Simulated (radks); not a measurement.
Values are calculated unless marked as measured or tabulated.
Spherical quantum dot in the effective-mass picture: electrons in a hard-walled sphere of radius 7.58, with a point charge +1 (a donor) at the centre, all in effective atomic units (hartree* = m*/eps^2 hartree, bohr* = eps/m* bohr), one dielectric constant everywhere. Level of theory: non-relativistic Kohn-Sham, LDA (Slater exchange, Perdew-Wang correlation), spin-polarised, spherical densities (a radial shooting solver with Libxc functionals). Levels are named by radial order and angular momentum (1s, 1p, 1d, 2s, ...), and open shells are averaged over m.

N = 44, configuration 1s2 1p6 1d10 2s(up 1, down 0) 1f14 1g(up 9, down 2). This is the lowest configuration that the search found. Occupied and some empty levels:

level    occupation  eigenvalue (hartree*)  <r> (bohr*)
1s up             1                 6.7320        5.887
1s down           1                 6.7571        5.892
1p up             3                 6.7633        5.947
1p down           3                 6.7882        5.938
1d up             5                 6.8231        5.996
1d down           5                 6.8483        5.988
1f up             7                 6.9105        6.048
1f down           7                 6.9360        6.042
2s up             1                 6.9845        1.684
1g up             9                 7.0241        6.100
1g down           2                 7.0499        6.095
2s down           0                 7.1285        2.218
1h up             0                 7.1630        6.150
1h down           0                 7.1890        6.146
2p up             0                 7.3313        3.739
2p down           0                 7.3603        3.876
3s up             0                 7.3726        3.855
3s down           0                 7.4422        3.603
2d up             0                 7.5082        4.322
2d down           0                 7.5265        4.353

Energy (hartree*): total 155.387, kinetic 24.092, external -8.2133, Hartree 152.21, exchange-correlation -12.701.
